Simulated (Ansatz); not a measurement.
`CO[SiH](O)O[SiH3]` and `CO[SiH](F)O[SiH3]` differ in one atom or group.

Ansatz, PBE0-D4/def2-TZVP geometries, multiplicity 1. Each molecule was computed in one conformer, which needn't be the lowest.

| property | `CO[SiH](O)O[SiH3]` |
| --- | --- |
| HOMO energy (PBE/def2-TZVPP) / eV | -6.93 |
| HOMO energy (PBE0/def2-TZVPP) / eV | -8.53 |
| size of the dipole moment (PBE/def2-TZVPP) / D | 1.56 |
| HOMO–LUMO gap (ωB97M-V/def2-TZVPP) / eV | 12.89 |
| HOMO energy (ωB97M-V/def2-TZVPP) / eV | -10.95 |
| HOMO–LUMO gap (B3LYP/def2-TZVPP) / eV | 8.37 |

Problem. Give the same properties after the change, and the shifts. (Estimate.)

Solution. Ansatz gave: 
```
                                      property  `CO[SiH](F)O[SiH3]`  shift
             HOMO energy (PBE/def2-TZVPP) / eV                -7.18  -0.25
            HOMO energy (PBE0/def2-TZVPP) / eV                -8.79  -0.26
size of the dipole moment (PBE/def2-TZVPP) / D                 1.46  -0.10
       HOMO–LUMO gap (ωB97M-V/def2-TZVPP) / eV                13.11   0.22
         HOMO energy (ωB97M-V/def2-TZVPP) / eV               -11.22  -0.27
         HOMO–LUMO gap (B3LYP/def2-TZVPP) / eV                 8.54   0.17
```

With PBE0 the HOMO falls by 0.26 eV and the LUMO falls by 0.11 eV, so the gap widens by about 0.15 eV. PBE moves the HOMO by -0.25 eV and ωB97M-V by -0.27 eV. Dipoles are sizes alone; their direction can turn.

B3LYP here is the variant with VWN-RPA as its local correlation; programs differ in this.
